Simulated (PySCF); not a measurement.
# 4-chlorobenzonitrile (SMILES N#Cc1ccc(Cl)cc1)

Cartesian coordinates in Å; atom numbers follow the order of the lines, from 1:
```xyz
13

N     3.311   -0.765   -0.336
C     2.182   -0.538   -0.202
C     0.788   -0.256   -0.035
C     0.335    1.071   -0.049
C    -1.016    1.348    0.112
C    -1.916    0.296    0.287
Cl   -3.595    0.642    0.487
C    -1.479   -1.030    0.303
C    -0.128   -1.304    0.142
H     1.048    1.886   -0.187
H    -1.381    2.376    0.103
H    -2.201   -1.836    0.441
H     0.226   -2.337    0.152
```

Theory: quadratic response CAM-B3LYP/aug-cc-pVDZ first hyperpolarisability, Taylor convention, gas phase (PySCF). Geometry: PBE0-D3(BJ)/def2-SVP.

**Question.** What is the first hyperpolarisability, and how does it disperse?

**Answer.** In au, Taylor convention; the vector part is βᵢ = ⅓ Σⱼ (βᵢⱼⱼ + βⱼᵢⱼ + βⱼⱼᵢ); β∥ is 3/5 of the vector part along the dipole, the dipole points from − to +:
| process | λ (nm) | β vector norm | β∥ | β HRS | depolarisation ratio |
| --- | --- | --- | --- | --- | --- |
| static β(0;0,0) | ∞ | 329.2 | 197.5 | 146.4 | 4.06 |
| second harmonic β(−2ω;ω,ω) | 1907 | 354.3 | 212.6 | 157.1 | 4.10 |
| Pockels β(−ω;ω,0) | 1907 | 337.2 | 202.3 | – | – |
| second harmonic β(−2ω;ω,ω) | 1064 | 422.7 | 253.6 | 186.2 | 4.21 |
| Pockels β(−ω;ω,0) | 1064 | 356.2 | 213.7 | – | – |

**Question.** Which lowest excitations, dipole and polarisabilities go with it?

**Answer.** S1 5.11 eV (f = 0.000); S2 5.38 eV (f = 0.355); S3 6.43 eV (f = 0.320); dipole 3.20 D; isotropic α 102.3 au static, 102.7 au at 1907 nm, 103.8 au at 1064 nm, 104.1 au at 953.5 nm, 108.8 au at 532 nm.
